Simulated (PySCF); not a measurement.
**Working out the excitation energy of Al**

Al [Ne] 3s2 3p1 (2P) → Al [Ne] 3s1 3p2 (4P). All numbers are calculated (PySCF 2.14, scalar relativity by spin-free X2C-1e, in x2c-TZVPPall (5s5p3d1f, 42 functions)). Frozen: 1s2. Energies in hartree (1 hartree = 27.21139 eV):

```json
{"part": "UHF", "Al (lower)": "-242.310108", "Al (upper)": "-242.220620"}
{"part": "MP2 opposite-spin", "Al (lower)": "-0.139540", "Al (upper)": "-0.103744"}
{"part": "MP2 same-spin", "Al (lower)": "-0.047193", "Al (upper)": "-0.051021"}
```

Task: What does Hartree-Fock give?

Result: (-242.220620) − (-242.310108) = 0.089488 hartree = 2.435 eV.

Task: What do MP2 and SCS-MP2 (6/5 opposite-spin, 1/3 same-spin) give?

Result: The opposite-spin parts differ by 0.974 eV and the same-spin parts by -0.104 eV. MP2: 2.435 + (0.974) + (-0.104) = 3.305 eV. SCS-MP2: 2.435 + 1.2 × (0.974) + (-0.104)/3 = 3.569 eV.

Measured between the centres of the two terms (NIST): 3.598 eV, so MP2 (valence and next inner shell) is off by -0.293 eV.

What remains against the reference includes basis incompleteness, the frozen core and correlation beyond second order.
